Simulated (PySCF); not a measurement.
Results of a calculation; reference values are marked as such.
## C2H9OSi2

The system: C2H9OSi2, a small molecule (built as: C site whose three back bonds go to SiH3, OSiH3, H; end group CH2); neutral, doublet. The structure, one conformer, was relaxed in the gas phase by PBE0-D3(BJ)/def2-SVP. No frequency run checks that it is a minimum.

SMILES: [CH2]C([SiH3])O[SiH3]

Coordinates in Å:
```
C1      0.421    0.049   -0.254
Si2     1.406    1.561    0.414
O3     -0.282   -0.458    0.867
Si4    -1.283   -1.797    0.769
C5     -0.444    0.464   -1.370
H6      1.174   -0.687   -0.607
H7      2.287    1.138    1.544
H8      2.252    2.125   -0.682
H9      0.435    2.593    0.880
H10    -1.558   -2.202    2.174
H11    -2.572   -1.493    0.077
H12    -0.586   -2.898    0.031
H13    -1.415    0.918   -1.156
H14    -0.035    0.556   -2.379
```

EPR values by unrestricted B3LYP, IGLO-III on C O Si, pcH-1 on H.

(1) Predict g and the largest hyperfine couplings. Where does the spin sit?

(2) How do the isotropic couplings move with BHandHLYP?

Answers

(1) g = 2.0019, 2.0026, 2.0029. The spin sits on C5 (101 %, bonded to 1 C + 2 H) by Mulliken populations.
```csv
atom,isotope,isotropic (MHz),"dipolar, principal values (MHz)"
C5,13C,88.9,"-72.7, -71.9, 144.7"
Si2,29Si,-145.7,"-20.3, 9.0, 11.3"
H14,1H,-58.9,"-35.0, -0.5, 35.5"
H13,1H,-51.5,"-34.9, -0.2, 35.1"
H6,1H,69.7,"-4.9, -4.4, 9.3"
H7,1H,44.6,"-2.1, -0.8, 2.9"
```

(2) C5 88.9 to 117.0 MHz, Si2 -145.7 to -137.9 MHz, H14 -58.9 to -71.3 MHz, H13 -51.5 to -64.1 MHz.

The 2 runs behind this took 2.1 min in all, one thread each of Arm Neoverse V2 on a shared host, launched as `OMP_NUM_THREADS=1 python cluster_run.py task.json out`.
